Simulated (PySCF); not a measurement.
## Working out the ionisation energy of S⁺

S⁺ [Ne] 3s2 3p3 (4S) → S²⁺ [Ne] 3s2 3p2 (3P). Computed with PySCF 2.14 in dyall-acv3z (19s12p6d4f, 113 functions), with the non-relativistic Hamiltonian (point nucleus). Frozen: 1s2; the 18 highest virtual orbitals dropped. Energies in hartree (1 hartree = 27.21139 eV):

```csv
part,S⁺ (lower),S²⁺ (upper)
UHF,-397.173521,-396.338458
MP2 opposite-spin,-0.290722,-0.280041
MP2 same-spin,-0.110549,-0.096701
```

**Question.** What does Hartree-Fock give?

**Answer.** (-396.338458) − (-397.173521) = 0.835063 hartree = 22.723 eV.

**Question.** What do MP2 and SCS-MP2 (6/5 opposite-spin, 1/3 same-spin) give?

**Answer.** The opposite-spin parts differ by 0.291 eV and the same-spin parts by 0.377 eV. MP2: 22.723 + (0.291) + (0.377) = 23.391 eV. SCS-MP2: 22.723 + 1.2 × (0.291) + (0.377)/3 = 23.198 eV.

A first-order spin-orbit estimate adds -0.061 eV to MP2 (valence and next inner shell), giving 23.330 eV against 23.338 eV (measured; NIST Atomic Spectra Database, ionization energies).

What remains against the reference includes basis incompleteness, the frozen core and correlation beyond second order.
